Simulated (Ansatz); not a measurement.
Two isomers of C2H6GeO2: A = `[CH3][GeH2][C](=O)O`, B = `CC(=O)[O][GeH3]`.

Program: Ansatz. Geometries: PBE0-D4/def2-TZVP. ΔE: electronic, gas phase. CCSD(T)/CBS adds triple-zeta CCSD(T) − MP2 to the extrapolated MP2 energy (def2 sets, frozen cores). DFT in def2-TZVPP. B3LYP here is the variant with VWN-RPA as its local correlation; programs differ in this. For Ge outer-core shells are correlated without core-valence functions, which leaves a few kJ/mol of doubt a bond. Scalar relativity is left out up to krypton. Each species was taken in one conformer, which may not be the lowest.

Task: Which is lower in electronic energy at CCSD(T)/CBS, and by how much? (Estimate.)

Result: The calculation gave: B, by 48.2 kJ/mol.

Task: Give E(B) − E(A) in kJ/mol with CCSD/def2-TZVPP, PBE0-D4, MP2/def2-TZVPP, PBE-D4, HF/def2-TZVPP, B3LYP-D4, ωB97M-V. (Estimate.)

Result: Ansatz gave: CCSD/def2-TZVPP -51.4, PBE0-D4 -46.8, MP2/def2-TZVPP -47.9, PBE-D4 -40.4, HF/def2-TZVPP -73.0, B3LYP-D4 -50.4, ωB97M-V -50.6. None reverses the order clearly.

Largest T1 diagnostic: 0.014.

From PBE to PBE0 (25 % exact exchange), in def2-TZVPP and without D4, E(B) − E(A) moves by −6.6 kJ/mol. In def2-TZVPP, CCSD(T) changes the Hartree–Fock value by +23.7 kJ/mol (the triples alone add +2.1 kJ/mol) and MP2 by +25.1 kJ/mol.
